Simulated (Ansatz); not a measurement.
The Ge3–H4 bond of BeFGeH3 (SMILES [F][Be][GeH3]) is stretched (multiplicity 1, the rest rigid).
Geometry at rest (charge 0, multiplicity 1):
```xyz
6

Be    -0.34700     0.98817    -0.89659
F     -0.69229     1.97146    -1.78875
Ge     0.20509    -0.58403     0.52991
H      1.10832    -1.65942    -0.10772
H      0.97519    -0.02594     1.74413
H     -1.02770    -1.32131     1.09162
```

Cores are frozen in the correlated methods. Filled d and f shells under p-block atoms count as core.

Programs: Ansatz (an electronic-structure program) with Gaussian orbitals. Values without a source in brackets are computed.

Energies above the point at 1.542 Å (the B3LYP-D3(BJ) bond length), FIC-MRCISD+Q on CASSCF(2,2)/cc-pVTZ (kcal/mol): 6.16 at 1.388 Å; 3.36 at 1.697 Å; 83.18 at 4.936 Å.

### Question
Take the last value as the depth D of a Morse curve D(1 − e^(−a(R − R₀)))², fit a and R₀ to the two near points, and test it at 2.082 and 2.699 Å.

### Answer

With D = 83.2, both near points (counted from the curve's value at 1.542 Å) are met by a = 1.51 Å⁻¹ and R₀ = 1.548 Å, so k = 2Da² = 378 kcal/(mol Å²). The curve then gives 25.5 and 56.4 kcal/mol; the level itself gives 26.4 and 61.2, so Morse is off by -1.0 and -4.8.
